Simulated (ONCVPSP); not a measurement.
# niobium (Nb): ONCV pseudisation with LDA (Perdew-Wang 92), scalar-relativistic reference atom.

niobium (Nb), optimised norm-conserving Vanderbilt (ONCV), made with ONCVPSP 4.0.1 (LDA (Perdew-Wang 92), scalar-relativistic). Core [Kr], reference 4d4 5s1. Waves: 5s: rc 3.30 bohr, ncon 5, nbas 9, qcut 2.4 1/bohr, 2 projectors, debl 1 Ha; p scattering state at 0.07 Ha: rc 2.90 bohr, ncon 4, nbas 8, qcut 3 1/bohr, 1 projector; 4d: rc 1.85 bohr, ncon 4, nbas 8, qcut 4.4 1/bohr, 2 projectors, debl 0.8 Ha. Local part: polynomial inside 1.60 bohr (lpopt 5, dvloc0 0 Ha). Core correction: polynomial model core, fcfact 0.55.

In the p channel the program set the typed energies aside and used 0.050 Ha.

All-electron outer shells of the reference configuration (LDA (PZ), scalar-relativistic, ld1.x):

```tsv
shell	level (eV)	outermost node (bohr)	outermost maximum (bohr)
4p	-34.61	0.54	1.12
5s	-4.20	1.40	3.04
4d	-3.21	0.55	1.51
```

Calculated quality:

| Item | Value |
| --- | --- |
| Cutoffs needed | 54 Ha and 68 Ha (the cutoffs (Ha) at which the residual kinetic energy of the hardest occupied pseudo-wave falls to 1 and 0.1 mHa per electron) |
| Ghost test | ghosts flagged at negative energy: s at -54.7 eV, p at -15.9 eV; no localised positive-energy state flagged; a true bound ghost makes a file unfit for plane-wave use |
| Configuration tests | 1 of 4 tests not solved or not reliable |
| rms error of d²Exc/dni dnj | 8.66 mHa without and 1.27 mHa with the model core |

Generation and tests took about 4 s on one core of a shared server CPU.
